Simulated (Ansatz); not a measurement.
The input (input.yaml):

```yaml
crystal:
  periodic: [false, false, false]
  atoms:
    - { symbol: Zr, position_ang: [-1.07295, 0.848646, -0.492491] }
    - { symbol: S, position_ang: [0.859644, -2.37667, 1.122352] }
    - { symbol: F, position_ang: [-2.129225, -0.517362, -1.278509] }
    - { symbol: F, position_ang: [-1.544778, 1.072043, 1.331584] }
    - { symbol: F, position_ang: [-1.504406, 2.456877, -1.396709] }
    - { symbol: H, position_ang: [1.532764, -1.436981, 0.40698] }
    - { symbol: O, position_ang: [1.170727, 0.482981, -0.745403] }
    - { symbol: H, position_ang: [0.998318, -1.677029, 2.27521] }
    - { symbol: H, position_ang: [1.689807, 1.147595, -1.222915] }
basis:
  gaussian: { orbitals: def2-SVP }
hamiltonian:
  xc: b3lyp
  dispersion: d4
relax:
  f_tol: 0.03
  max_steps: 50
output:
  orbitals: {}
```

Launched with:

```bash
$ ansatz run input.yaml --threads 2 --pin off --max-ram 3072MiB --backend cpu --events-out ev --progress --plain --runs-dir out
```

Hardware: 2 threads of AMD EPYC 9R45 96-Core Processor (Zen 5) (shared host).

Q: Roughly how long does this run take, and how much memory?

A: 42 s, with a peak of 0.32 GiB, for 26 ionic steps.
